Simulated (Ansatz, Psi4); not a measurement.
**Predicting a hybrid from its neighbours: InF**

InF: 2 atoms, total charge 0, spin state singlet. As SMILES, `[F][In]`. The coordinates come from a PBE0-D4/def2-TZVP relaxation.

The HOMO–LUMO gap y, in eV, basis def2-TZVPP with a core potential; a is the functional's share of exact exchange. Programs: Ansatz 0.2.0, Psi4 1.11.

| functional | program | a | y (eV) |
| --- | --- | --- | --- |
| BLYP | Psi4 | 0 | 4.20 |
| PBE | Psi4 | 0 | 4.25 |
| TPSSh | Psi4 | 0.1 | 5.06 |
| B3LYP | Psi4 | 0.2 | 5.59 |
| PBE0 | Psi4 | 0.25 | 5.95 |
| r2SCAN0 | Ansatz | 0.25 | ? |
| BHLYP | Psi4 | 0.5 | 7.48 |

Fit y = c + s·a to the known rows and predict r2SCAN0.


1. Means of the 6 rows: a = 0.1750, y = 5.422.
2. Σ(Δa)² = 0.17875, Σ(Δa·Δy) = 1.1588, so the slope is 1.1588/0.17875 = 6.4828.
3. Intercept: 5.422 − (6.4828) × 0.1750 = 4.288. The largest residual of the fit is 0.12.
4. r2SCAN0: 4.288 + (6.4828) × 0.25 = 5.91 eV.

The run gave 6.30 eV, so the prediction is off by -0.39 eV, more than the largest residual. Exact exchange lowers occupied levels and raises empty ones. The rows mix families of semi-local functionals, which the line can't see.
